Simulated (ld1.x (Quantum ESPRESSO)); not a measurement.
Reading a pseudo-wave (Pr)

Columns: radius, all-electron u(r) and pseudo u(r) of the 4f shell (level -2.38 eV) of praseodymium in the configuration [Xe] 4f3 5d0 6s1 6p1; PBE, scalar-relativistic, TM scheme, ld1.x (Quantum ESPRESSO) 7.5.

| r (bohr) | all-electron | pseudo |
| --- | --- | --- |
| 0.202 | 0.2451 | 0.0457 |
| 0.405 | 0.7110 | 0.4407 |
| 0.607 | 0.9101 | 0.9469 |
| 0.810 | 0.9048 | 1.0245 |
| 1.012 | 0.8203 | 0.8608 |
| 1.215 | 0.7184 | 0.7208 |
| 1.418 | 0.6211 | 0.6211 |
| 1.620 | 0.5346 | 0.5346 |
| 1.822 | 0.4593 | 0.4593 |
| 2.025 | 0.3944 | 0.3944 |
| 2.228 | 0.3394 | 0.3394 |
| 2.430 | 0.2932 | 0.2932 |
| 2.632 | 0.2543 | 0.2543 |
| 2.835 | 0.2213 | 0.2213 |
| 3.037 | 0.1936 | 0.1936 |
| 3.240 | 0.1700 | 0.1700 |
| 3.442 | 0.1501 | 0.1501 |
| 3.645 | 0.1331 | 0.1331 |
| 3.847 | 0.1186 | 0.1186 |
| 4.050 | 0.1060 | 0.1060 |
| 4.252 | 0.0951 | 0.0951 |
| 4.455 | 0.0855 | 0.0855 |
| 4.658 | 0.0771 | 0.0771 |
| 4.860 | 0.0696 | 0.0696 |
| 5.062 | 0.0629 | 0.0629 |
| 5.265 | 0.0569 | 0.0569 |

How many radial nodes do the two functions have?

The all-electron 4f function has n − l − 1 = 0; the pseudo-wave has 0.

At about which radius was the pseudo-wave matched?

1.40 bohr, where the columns begin to agree (steps of 0.20 bohr).

Where does each function peak?

Outermost all-electron maximum near 0.61 bohr, pseudo maximum near 0.81 bohr (to the table’s step).

Is the pseudo-wave norm-conserving?

Yes: the TM scheme keeps the norm inside the radius equal to the all-electron one, which fixes the energy derivative of the logarithmic derivative at the level.
